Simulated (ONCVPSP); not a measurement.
## Reading a pseudo-wave (F)

Columns: radius, all-electron u(r) and pseudo u(r) of the 2p shell (level -11.54 eV) of fluorine in the configuration [He] 2s1 2p6; PBE, scalar-relativistic, ONCV scheme, ONCVPSP 4.0.1.

| r (bohr) | all-electron | pseudo |
| --- | --- | --- |
| 0.114 | 0.1704 | 0.0353 |
| 0.228 | 0.4378 | 0.1354 |
| 0.342 | 0.6564 | 0.2849 |
| 0.456 | 0.8011 | 0.4609 |
| 0.570 | 0.8796 | 0.6379 |
| 0.684 | 0.9068 | 0.7922 |
| 0.798 | 0.8985 | 0.9060 |
| 0.912 | 0.8672 | 0.9694 |
| 1.026 | 0.8224 | 0.9816 |
| 1.140 | 0.7702 | 0.9492 |
| 1.254 | 0.7150 | 0.8838 |
| 1.368 | 0.6595 | 0.7990 |
| 1.482 | 0.6054 | 0.7076 |
| 1.596 | 0.5538 | 0.6198 |
| 1.710 | 0.5051 | 0.5419 |
| 1.824 | 0.4597 | 0.4767 |
| 1.938 | 0.4177 | 0.4237 |
| 2.052 | 0.3791 | 0.3804 |
| 2.166 | 0.3437 | 0.3438 |
| 2.280 | 0.3114 | 0.3114 |
| 2.394 | 0.2820 | 0.2820 |
| 2.508 | 0.2552 | 0.2552 |
| 2.622 | 0.2309 | 0.2309 |
| 2.736 | 0.2088 | 0.2088 |
| 2.850 | 0.1888 | 0.1888 |
| 2.964 | 0.1706 | 0.1706 |

Problem. How many radial nodes do the two functions have?

Solution. The all-electron 2p function has n − l − 1 = 0; the pseudo-wave has 0.

Problem. At about which radius was the pseudo-wave matched?

Solution. 2.28 bohr, where the columns begin to agree (steps of 0.11 bohr).

Problem. Where does each function peak?

Solution. Outermost all-electron maximum near 0.68 bohr, pseudo maximum near 1.03 bohr (to the table’s step).

Problem. Is the pseudo-wave norm-conserving?

Solution. Yes: the ONCV scheme keeps the norm inside the radius equal to the all-electron one, which fixes the energy derivative of the logarithmic derivative at the level.
